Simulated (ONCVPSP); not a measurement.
**Fe: one change to an ONCV potential, before and after**

ONCVPSP 4.0.1 input, shortened (lines: element, Z, core and valence counts, functional; n l f; lmax; l rc ep ncon nbas qcut; lloc lpopt rc5 dvloc0; l nproj debl; icmod fcfact rcfact), PBE, scalar-relativistic:

```
  Fe 26.00    3    4        4      upf
    1    0    2.00
    2    0    2.00
    2    1    6.00
    3    0    2.00
    3    1    6.00
    3    2    6.00
    4    0    2.00
    2
    0    1.15    0.00    4    9   11.80
    1    1.20    0.00    4    9    9.10
    2    1.40    0.00    4    8   10.90
    4    4    1.10    2.00
    0    2    3.60
    1    2    1.70
    2    3    3.70
    0    0.00    0.00
```

In the p channel the program set the typed energies aside and used -2.207, 0.250 Ha.

Change: s: rc 1.38.

Cutoffs: the cutoffs (Ha) at which the residual kinetic energy of the hardest occupied pseudo-wave falls to 1 and 0.1 mHa per electron; they do not see the model core or the augmentation charge, which bear on the density cutoff. Errors are all-electron minus pseudo energies relative to the spin-unpolarised reference configuration.

Task: Predict the effect on cutoff, ghosts and configuration errors.

Result: The potential gets neither clearly harder nor softer (48 Ha and 55 Ha → 48 Ha and 53 Ha); the d channel sets the loose cutoff, while the largest relative change is in s, which becomes softer; the errors of the 4 common tests hardly move; neither file shows a bound ghost.

```tsv
quantity	base	changed
cutoff, loose	48 Ha	48 Ha
cutoff, tight	55 Ha	53 Ha
loose cutoff by channel	s 46 Ha, p 32 Ha, d 48 Ha	s 37 Ha, p 32 Ha, d 48 Ha
bound ghosts	none	none
GHOST(+) flags under 300 eV	none	none
error for 3s2 3p6 3d6 4s1, meV [ΔE 8.73 eV]	+0.3	+0.2
error for 3s2 3p6 3d6 4s0, meV [ΔE 24.93 eV]	+3.1	+3.1
error for 3s2 3p6 3d5 4s0, meV [ΔE 59.16 eV]	+11	+9.8
error for 3s2 3p6 3d6 4s0 4p2, meV [ΔE 8.46 eV]	+0.8	+1.0
p: phases at 1.22 bohr within 0.05 rad from the reference energy up to (Ha; the scan ends near 5)	to the end of the scan	to the end of the scan
d: phases at 1.42 bohr within 0.05 rad from the reference energy up to (Ha; the scan ends near 5)	to the end of the scan	to the end of the scan
```
